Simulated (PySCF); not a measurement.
C2H5NOSi. Atoms are numbered in the order given.

```xyz
10

Si    -0.6017    -1.0956     0.0000
C      0.9568    -2.1252     0.0000
N     -0.1801     0.5856     0.0000
C      0.0681     1.7561     0.0000
O      0.3176     2.8999     0.0000
H     -1.4231    -1.3628    -1.2134
H     -1.4231    -1.3628     1.2134
H      0.7103    -3.1993     0.0000
H      1.5652    -1.9106    -0.8926
H      1.5652    -1.9106     0.8926
```

Geometry: ωB97X-D3(BJ)/def2-SVP. The values are those of a single conformer.

These are TDA-PBE/def2-SVPD (PySCF) values and carry that method's errors.

Vertical excitations. Gas-phase values at a fixed geometry. State labels are in the subgroup Cs.

```csv
state,symmetry,energy (eV),λ (nm),f,main pairs
S1,A",6.63,187,0.004,HOMO−1→LUMO 97 %
S2,A',6.77,183,0.049,"HOMO→LUMO 76 %, HOMO−1→LUMO+2 12 %"
S3,A",6.84,181,0.000,HOMO−1→LUMO+1 99 %
S4,A',6.86,181,0.009,HOMO→LUMO+1 89 %
S5,A",7.03,176,0.003,HOMO→LUMO+2 95 %
S6,A',7.45,166,0.082,"HOMO→LUMO+3 53 %, HOMO−1→LUMO+2 40 %"
S7,A",7.59,163,0.000,HOMO−1→LUMO+3 95 %
S8,A",7.72,161,0.013,HOMO−1→LUMO+4 96 %
S9,A',7.73,160,0.029,HOMO→LUMO+4 88 %
S10,A',7.89,157,0.030,HOMO→LUMO+5 83 %
T1,A',6.26,198,0,"HOMO→LUMO 74 %, HOMO−1→LUMO+2 18 %"
T2,A",6.41,193,0,HOMO−1→LUMO 86 %
T3,A',6.51,191,0,"HOMO−1→LUMO+2 79 %, HOMO→LUMO 20 %"
T4,A",6.63,187,0,HOMO−1→LUMO+1 98 %
```
Triplets are in the Tamm–Dancoff approximation.
